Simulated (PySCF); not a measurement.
2-methylazaborolidine (C₄H₁₀BN), SMILES CB1CCCN1.

Geometry: PBE-D3(BJ)/def2-SVP. One conformer was computed; it need not be the lowest.

The numbers are results of PBE-D3(BJ)/def2-SVP (PySCF), not measurements.

Frequencies are harmonic and unscaled.

| mode | ν (cm⁻¹) | IR (km/mol) | moving atoms (share of kinetic energy) |
|---|---|---|---|
| 1 | 110 | 1.2 | H 92 % |
| 2 | 156 | 0.3 | H 50 %, C 40 % |
| 3 | 214 | 1.6 | H 48 %, C 24 %, N 24 % |
| 4 | 262 | 0.0 | H 39 %, C 38 %, N 12 %, B 12 % |
| 5 | 382 | 2.2 | H 53 %, B 34 %, N 10 % |
| 6 | 512 | 0.5 | C 63 %, H 25 %, B 10 % |
| 7 | 573 | 41.2 | H 75 %, C 15 % |
| 8 | 622 | 19.1 | H 55 %, C 29 %, N 15 % |
| 9 | 721 | 6.4 | H 47 %, C 34 %, N 15 % |
| 10 | 772 | 4.3 | H 55 %, C 40 % |
| 11 | 802 | 5.9 | H 55 %, C 22 %, N 21 % |
| 12 | 828 | 4.9 | H 50 %, C 40 % |
| 13 | 873 | 9.5 | H 58 %, C 23 %, B 15 % |
| 14 | 895 | 0.0 | C 58 %, H 39 % |
| 15 | 958 | 3.3 | H 59 %, C 29 %, B 10 % |
| 16 | 984 | 6.1 | H 60 %, C 29 % |
| 17 | 1052 | 6.8 | C 47 %, H 28 %, N 19 % |
| 18 | 1060 | 4.4 | H 66 %, B 21 %, C 12 % |
| 19 | 1127 | 1.8 | H 68 %, C 27 % |
| 20 | 1176 | 26.8 | H 61 %, C 18 %, B 18 % |
| 21 | 1194 | 1.9 | H 71 %, C 18 % |
| 22 | 1198 | 0.4 | H 75 %, C 15 %, B 9 % |
| 23 | 1247 | 24.6 | H 59 %, C 23 %, B 17 % |
| 24 | 1265 | 3.7 | H 65 %, C 28 % |
| 25 | 1293 | 14.0 | H 61 %, C 30 % |
| 26 | 1306 | 98.4 | H 52 %, C 30 %, B 16 % |
| 27 | 1375 | 6.8 | H 92 %, C 8 % |
| 28 | 1387 | 4.1 | H 96 % |
| 29 | 1390 | 12.6 | H 92 % |
| 30 | 1413 | 9.5 | H 90 %, C 9 % |
| 31 | 1441 | 28.2 | H 80 %, C 11 % |
| 32 | 1483 | 103.5 | H 36 %, B 32 %, N 28 % |
| 33 | 2914 | 74.5 | H 94 % |
| 34 | 2949 | 21.0 | H 94 % |
| 35 | 2961 | 10.5 | H 97 % |
| 36 | 2975 | 13.4 | H 93 % |
| 37 | 2987 | 60.3 | H 92 % |
| 38 | 3029 | 15.9 | H 91 %, C 9 % |
| 39 | 3036 | 4.7 | H 91 %, C 9 % |
| 40 | 3037 | 37.5 | H 91 %, C 9 % |
| 41 | 3056 | 23.3 | H 91 %, C 9 % |
| 42 | 3536 | 11.8 | H 93 % |
